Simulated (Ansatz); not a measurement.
`N[C](O)(F)[GeH3]`. The species carries charge 0 and has multiplicity 1. The structure was optimised at the PBE0-D4/def2-TZVP level. It is one conformer, not always the lowest.

```xyz
11

N    -0.955   -1.102   -0.229
C    -0.034   -0.050   -0.505
O     1.219   -0.439   -0.947
F    -0.632    0.696   -1.512
Ge    0.234    1.115    1.098
H    -1.276   -1.545   -1.085
H    -0.546   -1.792    0.387
H     1.109   -1.047   -1.691
H     0.606    0.209    2.282
H     1.362    2.117    0.821
H    -1.087    1.839    1.382
```

What is the dipole moment at ωB97M-V/def2-TZVPP? (Best estimate.)

The calculation gave: 2.31 D, with components (0.20, -2.29, -0.11) D in this frame, pointing from negative to positive charge.

And with PBE, r2SCAN, B3LYP? (An estimate is asked.)

Ansatz gave: PBE 2.30 D, r2SCAN 2.34 D, B3LYP 2.31 D.

Give the Mulliken charges with ωB97M-V, r2SCAN, PBE in def2-TZVPP. (Best estimate.)

The calculation gave: 
```
atom  ωB97M-V  r2SCAN    PBE
  N1    -0.27   -0.34  -0.31
  C2     0.23    0.29   0.19
  O3    -0.27   -0.30  -0.24
  F4    -0.21   -0.22  -0.18
 Ge5     0.07    0.13   0.10
  H6     0.10    0.13   0.13
  H7     0.13    0.16   0.16
  H8     0.15    0.18   0.16
  H9     0.01   -0.02  -0.01
 H10     0.03    0.00   0.00
 H11     0.03    0.00   0.00
```

B3LYP here is the variant with VWN-RPA as its local correlation; programs differ in this.
